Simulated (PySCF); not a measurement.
**Structure elucidation problem**

An unknown has the formula C2H4BFO2. Its calculated NMR data are:

1H NMR (500 MHz, computed): δ 6.58 (dd, J = 16.1, 8.3 Hz, 1H), 5.62 (dd, J = 16.1, 1.1 Hz, 1H), 4.68 (ddd, J = 8.3, 2.4, 1.1 Hz, 1H), 3.65 (br s, 1H).

13C{1H} NMR (computed): δ 160.1 (CH, d, J = 4.6 Hz), 107.7 (CH2).

- J: B3LYP/pcJ-1 (spin–dipole term only in couplings to heteroatoms)
- σ from GIAO-CAM-B3LYP/pcSseg-2
- geometry: PBE0-D3(BJ)/def2-SVP
- code: PySCF 2.14.0 with density-fitted response routines
- isolated molecule, no relativistic terms, a single conformation

Referencing at the same level of theory: 1H (31.34 ppm) and 13C (182.55 ppm) vs TMS.

**Question.** Deduce the structure.

**Answer.** 
- 2 carbon signals for 2 carbons: no two carbons are equivalent.
- Carbon types of the structure: 1 × CH, 1 × CH2, leaving 1 H on heteroatoms.
- δC 160.1: alkene carbon bearing oxygen; an sp2 carbon further deshielded by the attached heteroatom.
- δC 107.7: β carbon of an enol-ether or enamine type C=C; the O or N lone pair pushes π density onto this β carbon and shields it.
- δH 6.58: hydrogen on an alkene carbon bearing oxygen; attached to an sp2 carbon and in the plane of the double bond.
- δH 5.62, 4.68: hydrogen on a β carbon of an enol-ether or enamine type C=C.
- δH 3.65: hydrogen on an oxygen bonded to B; exchangeable; this is the value without hydrogen bonding to other molecules.
- The protons at 5.62 and 6.58 share a coupling of 16.1 Hz (vicinal, trans across C=C).
- The protons at 4.68 and 6.58 share a coupling of 8.3 Hz (vicinal, cis across C=C).

Structure: SMILES C=COB(O)F.

This is the structure that produced the data.

OH and NH positions are those of a molecule without intermolecular hydrogen bonds; in solution they move with solvent, concentration and temperature, and exchange usually removes their couplings. C–F couplings over four or more bonds (about 3 Hz to the para carbon of a fluoroarene) are left out. Splittings below 1 Hz are ignored in the labels, and close J values are merged. Unscaled 3J(H,H) at this level run about 10 % above measured values. Shifts are as computed, not scaled to solution data. Of 1211 compounds with measured shifts, 218 miss one by over three times the rms of a fit or turn the order of signals round; such compounds aren't used in these exercises.
